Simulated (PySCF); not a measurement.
Match the calculated data to a structure.

All candidates are H9PSi3.

* XPS: Si2p3/2 106.3, Si2p3/2 106.3, Si2p3/2 106.5, P2p3/2 136.1, Si1s 1845.9, Si1s 1846.0, Si1s 1846.2, P1s 2149.5 eV [ΔSCF SCAN, pcX-2 on the ionised atom, pcseg-1 elsewhere, spin-free X2C, 2p3/2 from a spin–orbit splitting computed afterwards within the 2p shell]
* Dipole: 0.70 D [B3LYP/def2-SVPD]
* Rotational structure: rotational constants A, B, C: 3.531, 1.169, 0.961 GHz [GFN2-xTB]
* 1H NMR: chemical shifts (computed TMS as zero) by class: 4.25 (2 H), 3.55 (3 H), 3.42 (2 H), 1.09 (2 H) ppm [GIAO PBE0/pcSseg-1]
* Triplet: lowest triplet excitation (Tamm–Dancoff): 5.22 eV [TDA B3LYP/def2-SVPD]
* UV, strongest line: among the 8 lowest singlet transitions: S7 at 6.78 eV (183 nm, f = 0.092) [TDDFT B3LYP/def2-SVPD]

Electronic properties: PySCF, gas phase, density fitting. Levels stand in brackets. One conformer (not necessarily the lowest) at the GFN2-xTB geometry, without solvent, vibrations or thermal averaging. GFN2-xTB frequencies show an imaginary mode (27i cm⁻¹), so this geometry is no minimum at that level. Each NMR value is the plain mean over a class of atoms that symmetry, rotation or inversion makes alike.

**Question.** Which candidate is it?
A. `[SiH3][SiH]([SiH3])P`
B. `[SiH3][SiH2][SiH2]P`
C. `[SiH3][SiH2]P[SiH3]`
D. `[SiH3]P([SiH3])[SiH3]`

**Answer.** B. It is `[SiH3][SiH2][SiH2]P`. Numbering: `[SiH3:1][SiH2:2][SiH2:3][PH2:4]`. Hydrogen classes from least to most shielded: 2 H on an SiH2 silicon, Si3 (4.25 ppm, a mean of values up to 0.6 ppm apart in this geometry), 3 H on an SiH3 silicon, Si1 (3.55 ppm), 2 H on an SiH2 silicon, Si2 (3.42 ppm), 2 H on a three-coordinate phosphorus, P4 (1.09 ppm). The core levels belong to: Si2p3/2 106.3 eV, SiH2 silicon [Si2]; Si2p3/2 106.3 eV, SiH2 silicon [Si3]; Si2p3/2 106.5 eV, SiH3 silicon [Si1]; P2p3/2 136.1 eV, three-coordinate phosphorus [P4]; Si1s 1845.9 eV, SiH2 silicon [Si2]; Si1s 1846.0 eV, SiH2 silicon [Si3]; Si1s 1846.2 eV, SiH3 silicon [Si1]; P1s 2149.5 eV, three-coordinate phosphorus [P4]. The optimised geometry has point group C1 and is an asymmetric top.

The others, at the same levels:
- `[SiH3]P([SiH3])[SiH3]` fails: its computed core binding energies are Si2p3/2 106.7 (×3), P2p3/2 135.3, Si1s 1846.4 (×3), P1s 2148.7 eV and 1H shifts are 4.10 (9 H) ppm.
- `[SiH3][SiH]([SiH3])P` fails: its computed 1H shifts are 3.93 (1 H), 3.60 (6 H), 1.03 (2 H) ppm, rotational constant A is 2.079 GHz (against 3.531 GHz) and smallest rotational constant is 1.032 GHz (against 0.961 GHz).
- `[SiH3][SiH2]P[SiH3]` fails: its computed 1H shifts are 4.28 (2 H), 4.10 (3 H), 3.50 (3 H), 0.56 (1 H) ppm, strongest line among the 8 lowest singlet transitions is S4 at 6.10 eV (203 nm, f = 0.050) (against S7 at 6.78 eV) and smallest rotational constant is 1.069 GHz (against 0.961 GHz).

Each candidate is one conformer, not necessarily the lowest. The conformers computed, where there is a choice (atom-mapped SMILES and torsion angles):
- `[SiH3:1][SiH2:2][SiH2:3][PH2:4]`: Si1–Si2–Si3–P4 56°, H–P4–Si3–Si2 67°, H–P4–Si3–Si2 160°
- `[SiH3:1][SiH:2]([SiH3:3])[PH2:4]`: H–P4–Si2–Si1 -34°, H–P4–Si2–Si1 59°
- `[SiH3:1][SiH2:2][PH:3][SiH3:4]`: Si1–Si2–P3–Si4 73°
